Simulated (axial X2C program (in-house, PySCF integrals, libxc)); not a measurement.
# Density and ELF of BaSi⁺

Computed with an axial X2C code built on PySCF integrals. Two-component (2c) means X2C with spin–orbit coupling and atomic mean-field two-electron Coulomb and Gaunt terms. Basis: Ba dyall-cv3z [14s14p9d5f1g], Si dyall-v3z [8s7p2d1f] (cores contracted in-house); Gaussian nuclei, density fitting, unrestricted open shells. Masses: Ba 137.905 u, Si 27.977 u.

PBE0, 2c, state Ω = 3/2 (⟨Sz⟩ = 1.50, ⟨Lz⟩ = 0.00 at PBE0); Ba at z = 0, Si at z = 2.913 Å.

The maps cover the half plane through the axis: z from -2.4 to 4.8 Å along the bond, ρ from 0.15 to 2.25 Å away from it.

log10 of the density in e/bohr³:

```
 ρ\z  -2.4  -1.8  -1.2  -0.6   0.0   0.6   1.2   1.8   2.4   3.0   3.6   4.2   4.8
0.15  -3.2  -2.3  -1.2  -0.2   1.8  -0.2  -1.2  -1.3  -0.7   1.0  -1.1  -1.7  -2.5
0.45  -3.2  -2.4  -1.4  -0.5   0.4  -0.5  -1.3  -1.4  -1.1  -0.3  -1.2  -1.8  -2.5
0.75  -3.3  -2.5  -1.6  -0.8  -0.5  -0.9  -1.5  -1.5  -1.3  -1.2  -1.4  -1.9  -2.7
1.05  -3.5  -2.8  -2.0  -1.3  -1.0  -1.3  -1.8  -1.7  -1.5  -1.4  -1.7  -2.2  -2.8
1.35  -3.7  -3.1  -2.4  -1.8  -1.6  -1.8  -2.1  -2.0  -1.8  -1.8  -2.0  -2.4  -3.1
1.65  -4.0  -3.4  -2.9  -2.4  -2.2  -2.4  -2.4  -2.2  -2.1  -2.1  -2.3  -2.8  -3.3
1.95  -4.3  -3.8  -3.3  -3.0  -2.9  -2.9  -2.7  -2.5  -2.4  -2.5  -2.7  -3.1  -3.6
2.25  -4.6  -4.2  -3.8  -3.6  -3.5  -3.3  -3.1  -2.9  -2.8  -2.9  -3.1  -3.4  -3.9
```

Electron localisation function (collinear form, no current term, damped to 0 at low density):

```
 ρ\z  -2.4  -1.8  -1.2  -0.6   0.0   0.6   1.2   1.8   2.4   3.0   3.6   4.2   4.8
0.15  0.13  0.38  0.78  0.26  0.74  0.27  0.40  0.72  0.14  0.69  0.15  0.93  0.80
0.45  0.11  0.33  0.75  0.40  0.66  0.40  0.36  0.74  0.10  0.45  0.49  0.92  0.77
0.75  0.07  0.24  0.65  0.77  0.42  0.74  0.29  0.77  0.68  0.20  0.86  0.90  0.69
1.05  0.04  0.15  0.46  0.77  0.81  0.68  0.23  0.79  0.86  0.83  0.89  0.84  0.55
1.35  0.02  0.08  0.23  0.56  0.67  0.32  0.21  0.78  0.85  0.84  0.83  0.72  0.34
1.65  0.00  0.03  0.09  0.22  0.25  0.08  0.21  0.75  0.80  0.76  0.70  0.52  0.14
1.95  0.00  0.01  0.02  0.04  0.03  0.02  0.22  0.69  0.69  0.62  0.51  0.28  0.04
2.25  0.00  0.00  0.00  0.00  0.00  0.01  0.20  0.55  0.52  0.41  0.27  0.09  0.01
```

Axial spin density in 10⁻³ e/bohr³:

```
 ρ\z  -2.4  -1.8  -1.2  -0.6  0.0   0.6   1.2   1.8   2.4    3.0   3.6   4.2  4.8
0.15   0.5   2.1   6.6  -0.7  2.9  -1.2  10.3  21.5   7.6  134.3  27.1  13.3  2.5
0.45   0.4   1.8   5.5   2.5  0.1   1.0  10.6  20.4  17.3    2.9  26.7  11.0  2.2
0.75   0.3   1.3   3.7   4.3  3.2   2.9   9.6  17.1  21.5   20.6  20.6   7.6  1.6
1.05   0.2   0.8   2.1   2.7  1.4   2.4   7.3  12.4  16.8   17.2  12.4   4.6  1.1
1.35   0.1   0.5   1.0   1.1  0.2   1.5   4.7   7.8  10.2    9.9   6.5   2.5  0.7
1.65   0.1   0.2   0.5   0.3  0.0   0.9   2.8   4.5   5.5    5.0   3.1   1.3  0.4
1.95   0.0   0.1   0.2   0.1  0.0   0.5   1.5   2.3   2.7    2.4   1.5   0.6  0.2
2.25   0.0   0.1   0.1   0.0  0.0   0.3   0.8   1.1   1.2    1.1   0.7   0.3  0.1
```

The state is a single determinant with fixed occupations, the lowest that a limited PBE0 search found. Density functionals use the spin component along the axis (collinear). Other states lie close and PBE0, whose exact exchange favours high spin, may order them wrongly; the determinant shown need not be the ground state. The nearest other 2c determinant of the search, Ω = 1/2, lies 0.47 eV up at the distance of the search. With several unpaired electrons one determinant need not be a pure state. This is the top spin component of a Σ state; components of lower Ω are not single determinants and can lie lower.
